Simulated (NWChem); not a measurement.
System: NbNHCl3; SMILES [NH]=[Nb]([Cl])([Cl])[Cl]

Not confirmed as a minimum by frequencies. def2 effective core potentials on Nb; no spin-orbit coupling.

Task: Give the equilibrium geometry at PBE0/def2-SVP with def2 effective core potentials on Nb (NWChem) as an XYZ file, with the point group.

Result: point group C3v; any orientation.
```
6

Nb     0.0000     0.0000    -0.2033
N      0.0000     0.0000    -1.9231
H      0.0000     0.0000    -2.9404
Cl     1.2755    -1.7866     0.4604
Cl     0.9094     1.9979     0.4604
Cl    -2.1850    -0.2114     0.4604
```
